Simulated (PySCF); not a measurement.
## Electronic structure of C⁴⁺ (carbon, charge +4) at the UHF level

Configuration: 1s2, closed-shell 1S. Computed with PySCF 2.14 in an uncontracted even-tempered set (17 s from 1.2 bohr⁻², ratio 2.2; 7 p from 1.9 bohr⁻², ratio 2.4; 4 d from 5.8 bohr⁻², ratio 2.4; 3 f from 8.8 bohr⁻², ratio 2.4; 3 g from 13 bohr⁻², ratio 2.4), with the spin-free X2C one-electron Hamiltonian (Gaussian nucleus).

```json
{
 "Total energy": "-32.374759 hartree",
 "One-electron energy": "-35.9055 hartree",
 "Hartree (Coulomb) energy": "7.0615 hartree",
 "Exchange energy": "-3.5307 hartree",
 "⟨S²⟩": "0.0000",
 "⟨L²⟩": "0.000",
 "Sum of ⟨r⟩": "0.5331 bohr",
 "Sum of ⟨r²⟩": "0.1912 bohr²"
}
```

```tsv
shell	electrons	mean orbital energy (hartree)	rms radius, mean of both spins (bohr)
1s	2	-14.42201	0.309
```
